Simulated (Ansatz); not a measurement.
Start from `C#CC(=N)Cl` and change one atom or group to get `N=C(Cl)[SeH]`.

Ansatz, PBE0-D4/def2-TZVP geometries, multiplicity 1. Each molecule was computed in one conformer, which needn't be the lowest.

Scalar relativity is left out up to krypton.

| property | `C#CC(=N)Cl` |
| --- | --- |
| HOMO–LUMO gap (B3LYP/def2-TZVPP) / eV | 6.21 |
| LUMO energy (PBE0/def2-TZVPP) / eV | -1.80 |
| HOMO energy (PBE/def2-TZVPP) / eV | -7.03 |
| zero-point energy (PBE0-D4/def2-TZVP) / kJ/mol | 108.4 |
| size of the dipole moment (ωB97M-V/def2-TZVPP) / D | 0.87 |
| size of the dipole moment (PBE/def2-TZVPP) / D | 0.83 |

**Question.** Give the same properties after the change, and the shifts. (An estimate is asked.)

**Answer.** Ansatz gave: 
```tsv
property	`N=C(Cl)[SeH]`	shift
HOMO–LUMO gap (B3LYP/def2-TZVPP) / eV	6.00	-0.21
LUMO energy (PBE0/def2-TZVPP) / eV	-1.03	0.77
HOMO energy (PBE/def2-TZVPP) / eV	-6.36	0.67
zero-point energy (PBE0-D4/def2-TZVP) / kJ/mol	78.1	-30.3
size of the dipole moment (ωB97M-V/def2-TZVPP) / D	2.09	1.22
size of the dipole moment (PBE/def2-TZVPP) / D	1.96	1.13
```

With PBE0 the HOMO rises by 0.97 eV and the LUMO rises by 0.77 eV, so the gap narrows by about 0.20 eV. PBE moves the HOMO by 0.67 eV and ωB97M-V by 1.00 eV. The zero-point energy changes by -30.3 kJ/mol with -3 modes. Dipoles are sizes alone; their direction can turn.

B3LYP here is the variant with VWN-RPA as its local correlation; programs differ in this.

Spin–orbit coupling is left out; it splits and shifts lone-pair levels of the heavy atoms by tenths of an eV.
